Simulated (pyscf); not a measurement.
Optimised with ωB97X-D3(BJ)/def2-SVP in PySCF.

Question: For the elementary gas-phase step `[CH3][CH2][SiH2]` [doublet] → `[CH3][CH][SiH3]` [doublet] (doublet surface; C–H broken, H–Si formed), what barrier and reaction energy does ωB97M-D3(BJ)/def2-TZVP give, measured from the reactant's lowest minimum found?

Answer: ΔE‡ = 46.9 kcal/mol, ΔE = +6.0 kcal/mol. Zero-point energy shifts the barrier by -4.2 kcal/mol. It is a hydrogen shift, with an imaginary mode of 1843i cm⁻¹. The same reactants have a lower exit, to •H₂C–CH₂–SiH₃ (barrier +40.2 kcal/mol at ωB97M-D3(BJ)/def2-TZVP, against +46.9 kcal/mol here). H₃C–CH₂–SiH₂• lies 11.7 kcal/mol over its isomer H₃C–SiH•–CH₃ (electronic energy, ωB97M-D3(BJ)/def2-TZVP). H₃C–CH•–SiH₃ lies 17.7 kcal/mol over its isomer H₃C–SiH•–CH₃ (electronic energy, ωB97M-D3(BJ)/def2-TZVP). One saddle was located; it need not be the lowest between these sides.
